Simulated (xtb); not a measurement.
xtb input (GFN2-xTB):

```bash
xtb mol.xyz --gfn 2 --ohess tight --chrg 1 --uhf 0
```
mol.xyz:
```
4

Si    -0.02457854     0.08691997     0.56078646
Br     1.18209752    -1.47123518    -0.36828558
F      0.41133231     1.49116603    -0.11501541
F     -1.49793707    -0.05442699    -0.07145825
```

End of the output:

```
   ------------------------------------------------------------------------
       1    130.94    -0.87424 ( 97.92%)    -0.77118 (  2.08%)    -0.87209
       2    202.23    -0.62989 ( 99.63%)    -0.64247 (  0.37%)    -0.62994
       3    255.66    -0.50424 ( 99.85%)    -0.57305 (  0.15%)    -0.50434
   ------------------------------------------------------------------------

   temp. (K)  partition function   enthalpy   heat capacity  entropy
                                   cal/mol     cal/K/mol   cal/K/mol   J/K/mol
 298.15  VIB   5.32                 1241.726      7.316      7.479
         ROT  0.849E+05              888.752      2.981     25.534
         INT  0.451E+06             2130.479     10.297     33.014
         TR   0.171E+28             1481.254      4.968     40.827
         TOT                        3611.7325    15.2649    73.8409   308.9504

       T/K    H(0)-H(T)+PV         H(T)/Eh          T*S/Eh         G(T)/Eh
   ------------------------------------------------------------------------
    298.15    0.575566E-02    0.131334E-01    0.350842E-01   -0.219508E-01
   ------------------------------------------------------------------------

         :::::::::::::::::::::::::::::::::::::::::::::::::::::
         ::                  THERMODYNAMIC                  ::
         :::::::::::::::::::::::::::::::::::::::::::::::::::::
         :: total free energy         -14.930037981054 Eh   ::
         ::.................................................::
         :: total energy              -14.908087163946 Eh   ::
         :: zero point energy           0.007377718621 Eh   ::
         :: G(RRHO) w/o ZPVE           -0.029328535729 Eh   ::
         :: G(RRHO) contrib.           -0.021950817108 Eh   ::
         :::::::::::::::::::::::::::::::::::::::::::::::::::::

optimized geometry written to: xtbopt.xyz

           -------------------------------------------------
          | TOTAL ENERGY              -14.908087163946 Eh   |
          | TOTAL ENTHALPY            -14.894953783274 Eh   |
          | TOTAL FREE ENERGY         -14.930037981054 Eh   |
          | GRADIENT NORM               0.000116373377 Eh/α |
          | HOMO-LUMO GAP               4.908366144132 eV   |
           -------------------------------------------------

------------------------------------------------------------------------
------------------------------------------------------------------------
 total:
 SCF:
 ANC optimizer:
 analytical hessian:
```
